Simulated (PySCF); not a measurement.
**AsF⁻: energy against distance**

Set-up: As aug-cc-pVDZ-PP with ECP10, F aug-cc-pVDZ; scalar-relativistic core potentials (PySCF 2.14). Energies in eV from As + F⁻ in their ground configurations at the same level. State: ²Π (doublet), unpaired electrons π ↑.

```tsv
R (Å)	PBE	r²SCANh	HSE06
1.611	-0.858	-0.910	-0.933
1.686	-1.375	-1.377	-1.413
1.761	-1.665	-1.624	-1.670
1.817	-1.777	-1.705	-1.758
1.873	-1.822	-1.721	-1.780
1.929	-1.817	-1.690	-1.754
2.004	-1.754	-1.595	-1.665
2.098	-1.615	-1.421	-1.497
2.210	-1.401	-1.171	-1.252
2.360	-1.086	-0.817	-0.902
```

Put a parabola through the three lowest points of the PBE curve and estimate Re, k and ωe (reduced mass 15.16 u; 1 eV/Å² = 0.16022 mdyn/Å; ωe = 1302.8·√(k/μ) cm⁻¹).

Through R = 1.817, 1.873, 1.929 Å the second-order coefficient is 7.97 eV/Å², so Re ≈ 1.895 Å, k ≈ 2.55 mdyn/Å and ωe ≈ 535 cm⁻¹. A polynomial fit of higher order to the unrounded PBE energies gives Re = 1.894 Å, k = 2.27 mdyn/Å, ωe = 505 cm⁻¹; anharmonicity and rounding make the difference.

The higher-order fit for each curve: PBE: Re = 1.894 Å, ωe = 505 cm⁻¹, De = 1.83 eV; r²SCANh: Re = 1.862 Å, ωe = 536 cm⁻¹, De = 1.72 eV; HSE06: Re = 1.868 Å, ωe = 532 cm⁻¹, De = 1.78 eV.

Spin–orbit coupling is left out. For an ion De counts to the pair picked by the measured ionisation energies or electron affinities, which need not be the lowest pair at this level. The highest Kohn–Sham level is positive in this anion. Much of that is self-interaction error, but it also means that the finite basis helps to hold the extra electron. The state is the lowest determinant that a PBE0 search found; another state may lie lower at other levels.
